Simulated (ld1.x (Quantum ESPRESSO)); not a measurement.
**Before and after: ultrasoft potential for palladium (Pd)**

| Item | Value |
| --- | --- |
| Element | palladium |
| Generator | ld1.x (Quantum ESPRESSO) 7.5 |
| Type | ultrasoft |
| Functional | LDA (PZ) |
| Relativity | scalar-relativistic |
| Frozen core | [Ar] 3d10 |
| Valence charge | 18 |
| Reference configuration | 4s2 4p6 4d10 5s0 5p0 |
| Partial waves | 4s (bound): rcut 1.45, rcutus 1.60 bohr; 5s (bound, empty): rcut 1.45, rcutus 1.60 bohr; 4p (bound): rcut 1.85, rcutus 2.20 bohr; 5p (bound, empty): rcut 1.85, rcutus 2.20 bohr; 4d (bound): rcut 1.10, rcutus 1.20 bohr; 4d channel at 0.05 Ry: rcut 1.10, rcutus 1.20 bohr |
| Local potential | all-electron potential smoothed inside 1.95 bohr (lloc = -2) |
| Core correction | a·sin(br)/r model core inside 1.20 bohr |
| Augmentation charge | PSQ, inside the norm-conserving radii |

All-electron outer shells of the reference configuration (LDA (PZ), scalar-relativistic, ld1.x):

```json
{"shell": "3p", "level (eV)": "-515.83", "outermost node (bohr)": "0.15", "outermost maximum (bohr)": "0.34"}
{"shell": "3d", "level (eV)": "-325.96", "outermost node (bohr)": "–", "outermost maximum (bohr)": "0.28"}
{"shell": "4s", "level (eV)": "-85.44", "outermost node (bohr)": "0.45", "outermost maximum (bohr)": "0.85"}
{"shell": "4p", "level (eV)": "-51.36", "outermost node (bohr)": "0.46", "outermost maximum (bohr)": "0.91"}
{"shell": "4d", "level (eV)": "-4.31", "outermost node (bohr)": "0.45", "outermost maximum (bohr)": "1.10"}
{"shell": "5s", "level (eV)": "-3.62", "outermost node (bohr)": "1.15", "outermost maximum (bohr)": "2.64"}
{"shell": "5p", "level (eV)": "-0.36", "outermost node (bohr)": "1.31", "outermost maximum (bohr)": "4.09"}
```

Change: local potential all-electron potential smoothed inside 2.56 bohr (lloc = -2).

Cutoffs: the cutoffs (Ry, on a coarse ladder) from which the occupation-weighted sum of valence levels, in a spherical-Bessel basis at the reference potential, stays within 10 and 1 mRy of its value at 400 Ry; they do not see the model core or the augmentation charge, which bear on the density cutoff. Errors are all-electron minus pseudo energies relative to the spin-unpolarised reference configuration.

Question: Predict the effect on cutoff, ghosts and configuration errors.

Answer: The potential gets neither clearly harder nor softer (80 Ry and 140 Ry → 80 Ry and 140 Ry); the number of tests that count goes from 9 to 8; of the 8 tests that both files solve, the error grows in 1 and shrinks in 2 by more than 15 % and 0.3 meV (median size 4.3 → 3.3 meV); neither file shows a bound ghost at the reference potential, the only one tested.

| quantity | base | changed |
| --- | --- | --- |
| cutoff, loose | 80 Ry | 80 Ry |
| cutoff, tight | 140 Ry | 140 Ry |
| bound ghosts | none | none |
| tests counted (converged, no solver errors) | 9 of 9 | 8 of 9 |
| error for 4s2 4p6 4d9 5s0 5p0, meV [ΔE 9.39 eV] | +0.5 | +0.3 |
| error for 4s2 4p6 4d8 5s0 5p0, meV [ΔE 30.47 eV] | +4.5 | +2.1 |
| error for 4s2 4p6 4d9 5s0 5p1, meV [ΔE 5.32 eV] | +1.8 | +1.5 |
| error for 4s2 4p6 4d9 5s1 5p0, meV [ΔE 1.44 eV] | -4.0 | -4.5 |
| error for 4s2 4p6 4d8 5s1 5p0, meV [ΔE 13.80 eV] | -4.7 | -7.8 |
| error for 4s2 4p6 4d9.5 5s0 5p0, meV [ΔE 3.37 eV] | +0.1 | 0.0 |
| error for 4s2 4p6 4d9 5s0 5p0 (spin-polarised), meV [ΔE 9.24 eV] | +12 | +12 |
| error for 4s2 4p6 4d8 5s0 5p0 (spin-polarised), meV [ΔE 29.83 eV] | +58 | +56 |
| lowest overlap eigenvalue by channel | s 0.10, p 0.80, d 0.97 | s 0.17, p 0.79, d 0.97 |

Changed file: Tests not counted: 4s2 4p6 4d7 5s0 5p0 (pseudo-atom not self-consistent, printed error -3.2 eV).
